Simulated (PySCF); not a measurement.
**Stationary points of SnOBr**

All numbers come from PBE0/[Sn def2-TZVP with ECP28, O def2-TZVP, Br def2-TZVP], scalar-relativistic core potentials, density fitting, no spin–orbit coupling, PySCF.

Relaxations began from a few typed shapes; open shells are unrestricted. The search is not exhaustive: other isomers or separated fragments can lie lower, and high-lying points may rest on an excited occupation.

| spin | group | bonds | angles | imaginary modes (cm⁻¹) | ΔE (kJ/mol) | ΔE with ZPE (kJ/mol) |
| --- | --- | --- | --- | --- | --- | --- |
| doublet | Cs | Sn–Br 2.516 Å, Sn–O 1.977 Å | Br–Sn–O 94.0° | none | 0.0 | 0.0 |
| doublet | C∞v | Sn–Br 2.650 Å, Sn–O 1.848 Å | Br–Sn–O 180.0° | 140i, 140i | 64.3 | – |

The lowest minimum found is the doublet Cs: Sn–Br 2.516 Å, Sn–O 1.977 Å; Br–Sn–O 94.0°.

For the lowest minimum: with an element this heavy the missing spin–orbit coupling can shift these numbers.
